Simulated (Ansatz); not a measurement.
One change: `C[SiH2]BCCl` becomes `C#CB[SiH2]C`.

Ansatz, PBE0-D4/def2-TZVP geometries, multiplicity 1. Each molecule was computed in one conformer, which needn't be the lowest. `C[SiH2]BCCl` holds a close contact that its SMILES doesn't draw: Cl···B 2.17 Å.

```json
{"property": "HOMO–LUMO gap (PBE/def2-TZVPP) / eV", "`C[SiH2]BCCl`": "4.61"}
{"property": "size of the dipole moment (PBE/def2-TZVPP) / D", "`C[SiH2]BCCl`": "2.16"}
{"property": "HOMO–LUMO gap (B3LYP/def2-TZVPP) / eV", "`C[SiH2]BCCl`": "6.44"}
{"property": "LUMO energy (PBE0/def2-TZVPP) / eV", "`C[SiH2]BCCl`": "-0.91"}
{"property": "HOMO–LUMO gap (PBE0/def2-TZVPP) / eV", "`C[SiH2]BCCl`": "6.83"}
{"property": "LUMO energy (PBE/def2-TZVPP) / eV", "`C[SiH2]BCCl`": "-1.89"}
```

Q: What does the change do to each property? (Estimate.)

A: Computed: 
```csv
property,`C#CB[SiH2]C`,shift
HOMO–LUMO gap (PBE/def2-TZVPP) / eV,2.79,-1.82
size of the dipole moment (PBE/def2-TZVPP) / D,1.60,-0.56
HOMO–LUMO gap (B3LYP/def2-TZVPP) / eV,4.50,-1.94
LUMO energy (PBE0/def2-TZVPP) / eV,-2.62,-1.71
HOMO–LUMO gap (PBE0/def2-TZVPP) / eV,4.86,-1.97
LUMO energy (PBE/def2-TZVPP) / eV,-3.53,-1.64
```

With PBE0 the HOMO rises by 0.26 eV and the LUMO falls by 1.71 eV, so the gap narrows by about 1.97 eV. PBE moves the HOMO by 0.17 eV and ωB97M-V by 0.30 eV. Dipoles are sizes alone; their direction can turn.

B3LYP here is the variant with VWN-RPA as its local correlation; programs differ in this.
